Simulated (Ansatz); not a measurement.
Consider the hydrogenolysis of the Si–O bond: `O[SiH]1C=C1[SiH3]` + H₂ → `[SiH3]C1=C[SiH2]1` + H₂O.

Computed with Ansatz on PBE0-D4/def2-TZVP structures; ΔE is electronic, products minus reactants. CBS: MP2 limit from def2 TZ/QZ plus the TZ coupled-cluster correction, frozen cores. This one scheme is used for every species. DFT in def2-TZVPP. B3LYP here is the variant with VWN-RPA as its local correlation; programs differ in this. One conformer a species, not always the lowest.

`O[SiH]1C=C1[SiH3]`:

Z-matrix (Å, degrees):
```
Si
C 1 1.783
C 1 1.808 2 44.3
O 1 1.638 2 125.2 3 -106.0
H 1 1.471 2 124.1 3 105.3
H 2 1.086 1 159.3 3 177.3
Si 3 1.848 1 156.7 2 -177.8
H 4 0.959 1 117.3 2 26.0
H 7 1.489 3 111.4 1 178.6
H 7 1.487 3 109.1 1 58.1
H 7 1.486 3 109.5 1 -60.5
```

H₂:

Z-matrix (Å, degrees):
```
H
H 1 0.746
```

`[SiH3]C1=C[SiH2]1`:

Z-matrix (Å, degrees):
```
Si
C 1 1.845
H 1 1.488 2 111.4
H 1 1.486 2 109.1 3 120.7
H 1 1.486 2 109.1 3 -120.7
C 2 1.336 1 139.4 3 -0.0
Si 2 1.828 1 153.3 3 -179.9
H 6 1.084 2 134.5 1 0.0
H 7 1.481 2 121.0 1 -75.6
H 7 1.481 2 121.0 1 75.5
```

H₂O:

```xyz
3

O    -0.335   -0.156   -0.122
H     0.402    0.137   -0.661
H    -0.067    0.019    0.783
```

```json
{"level": "PBE-D4", "ΔE (kJ/mol)": "74.6", "difference from CCSD(T)/CBS": "-3.8"}
{"level": "r2SCAN-D4", "ΔE (kJ/mol)": "85.0", "difference from CCSD(T)/CBS": "6.6"}
{"level": "ωB97X-V", "ΔE (kJ/mol)": "81.0", "difference from CCSD(T)/CBS": "2.6"}
{"level": "B2PLYP", "ΔE (kJ/mol)": "80.4", "difference from CCSD(T)/CBS": "2.0"}
{"level": "PBE", "ΔE (kJ/mol)": "71.7", "difference from CCSD(T)/CBS": "-6.7"}
{"level": "r2SCAN", "ΔE (kJ/mol)": "84.1", "difference from CCSD(T)/CBS": "5.7"}
{"level": "B3LYP", "ΔE (kJ/mol)": "76.2", "difference from CCSD(T)/CBS": "-2.2"}
{"level": "HF/def2-TZVPP", "ΔE (kJ/mol)": "77.5", "difference from CCSD(T)/CBS": "-0.9"}
{"level": "SCS-MP2/def2-TZVPP", "ΔE (kJ/mol)": "82.2", "difference from CCSD(T)/CBS": "3.8"}
{"level": "CCSD/def2-TZVPP", "ΔE (kJ/mol)": "76.4", "difference from CCSD(T)/CBS": "-2.0"}
{"level": "HF/def2-QZVPP", "ΔE (kJ/mol)": "77.9", "difference from CCSD(T)/CBS": "-0.5"}
{"level": "MP2/def2-QZVPP", "ΔE (kJ/mol)": "84.8", "difference from CCSD(T)/CBS": "6.4"}
{"level": "SCS-MP2/def2-QZVPP", "ΔE (kJ/mol)": "82.6", "difference from CCSD(T)/CBS": "4.2"}
{"level": "HF/CBS(def2)", "ΔE (kJ/mol)": "78.0", "difference from CCSD(T)/CBS": "-0.4"}
{"level": "MP2/CBS(def2)", "ΔE (kJ/mol)": "84.8", "difference from CCSD(T)/CBS": "6.4"}
{"level": "CCSD/CBS(def2)", "ΔE (kJ/mol)": "76.7", "difference from CCSD(T)/CBS": "-1.7"}
{"level": "CCSD(T)/CBS", "ΔE (kJ/mol)": "78.4", "difference from CCSD(T)/CBS": "0"}
```

Largest T1 diagnostic among the species: 0.013.

The D4 term adds +4.6 kJ/mol with B3LYP and +2.6 kJ/mol with PBE0; it sums over pairs of atoms, weighted by their polarisabilities, and B3LYP, whose exchange is more repulsive, gets the larger term.
